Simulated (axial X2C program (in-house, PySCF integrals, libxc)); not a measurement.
# Worked dissociation energy of NaCr⁺: CCSD(T), with spin–orbit coupling

All values were computed with an axial X2C code built on PySCF integrals. Two-component (2c) means X2C with spin–orbit coupling and atomic mean-field two-electron Coulomb and Gaunt terms. Basis: Cr dyall-cv3z [9s10p6d3f2g], Na dyall-cv3z [9s8p5d2f] (cores contracted in-house); Gaussian nuclei, density fitting, unrestricted open shells. Masses: Cr 51.941 u, Na 22.990 u.

Molecular state: Ω = 3 (⟨Sz⟩ = 3.00, ⟨Lz⟩ = 0.00 at HF).

Correlated methods: 14 electrons correlated (number of frozen shells: Cr 3 s, 2 p; Na 1 s), 286 virtual spin orbitals or spinors in MP2, 90 natural virtuals in coupled cluster.

```
E(Cr) (2M_J = 6)  : -1049.524822 hartree
E(Na+) (2M_J = 0) : -162.146407 hartree
E(NaCr⁺) at Re    : -1211.695792 hartree
ωe                : 124.1 cm⁻¹
ωexe              : 0.629 cm⁻¹
```

Question: Work out De and D0.

Answer: De = -1049.524822 + (-162.146407) − (-1211.695792) = 0.02456 hartree = 0.668 eV. The zero-point energy is ωe/2 − ωexe/4 = 62 cm⁻¹ = 0.008 eV, so D0 = 0.661 eV.

The state is a single determinant with fixed occupations, the lowest that a limited PBE0 search found. Dissociation energies refer to the lowest single-determinant-based atoms at the same level and basis. Coupled cluster ran in a truncated set of natural virtual spinors; the MP2 energy of the rest was added. (T) has no such correction and the atoms are truncated less, which lowers De at CCSD(T) by a hundredth of an eV or more. Other states lie close and PBE0, whose exact exchange favours high spin, may order them wrongly; the determinant shown need not be the ground state. The nearest other 2c determinant of the search, Ω = 2, lies 0.85 eV up at the distance of the search. With several unpaired electrons one determinant need not be a pure state. Open-shell Ω = 0 determinants with evenly filled partner blocks cannot be reached by this program, so the Ω shown need not be the lowest component.

Each atomic determinant is the lowest at this level and need not be a pure J level. Totals compare only within one Hamiltonian and basis.
